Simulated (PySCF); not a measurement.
C2H7FSi2, SMILES F[SiH2]/C=C/[SiH3]. Heavy atoms are numbered as in [SiH3:1]/[CH:2]=[CH:3]/[SiH2:4][F:5]. Hydrogens are named by the atom that carries them.

The structure is a stationary point at B3LYP-D3(BJ)/def2-SVP. The structure was generated by enumeration; whether it is a known compound was not checked. Other conformers were not sampled.

These are PBE/def2-TZVP (PySCF) values and carry that method's errors.

ESP charges are fitted to the potential on shells at 1.4 to 2.0 van der Waals radii. Atomic charges (e), one atom of each kind:

```json
[
 {"atom": "Si1 (SiH3)", "ESP fit": "0.17", "Mulliken": "0.15", "Löwdin": "0.26", "IAO": "(withheld)"},
 {"atom": "C2 (CH)", "ESP fit": "-0.15", "Mulliken": "-0.18", "Löwdin": "-0.30", "IAO": "-0.38"},
 {"atom": "C3 (CH)", "ESP fit": "-0.26", "Mulliken": "-0.21", "Löwdin": "-0.29", "IAO": "(withheld)"},
 {"atom": "Si4 (SiH2)", "ESP fit": "0.45", "Mulliken": "0.46", "Löwdin": "0.20", "IAO": "1.05"},
 {"atom": "F5", "ESP fit": "-0.24", "Mulliken": "-0.30", "Löwdin": "-0.01", "IAO": "-0.52"},
 {"atom": "H on Si1", "ESP fit": "-0.04", "Mulliken": "-0.02", "Löwdin": "-0.03", "IAO": "(withheld)"},
 {"atom": "H on C2", "ESP fit": "0.14", "Mulliken": "0.12", "Löwdin": "0.14", "IAO": "0.15"},
 {"atom": "H on C3", "ESP fit": "0.17", "Mulliken": "0.12", "Löwdin": "0.14", "IAO": "0.15"},
 {"atom": "H on Si4", "ESP fit": "-0.08", "Mulliken": "-0.05", "Löwdin": "-0.03", "IAO": "(withheld)"}
]
```

Q: Complete the blanks. (An estimate is asked for; the answer gives what the named calculation found.)

A: 
- Si1 (SiH3), IAO: 0.56
- C3 (CH), IAO: -0.43
- H on Si1, IAO: -0.11
- H on Si4, IAO: -0.14

Computed Mayer and Wiberg (Löwdin basis) orders of the bonds:
| bond | Mayer | Wiberg |
|---|---|---|
| Si1–C2 | 0.99 | 1.17 |
| C2–C3 | 1.85 | 2.10 |
| C3–Si4 | 0.99 | 1.15 |
| Si4–F5 | 1.12 | 1.72 |
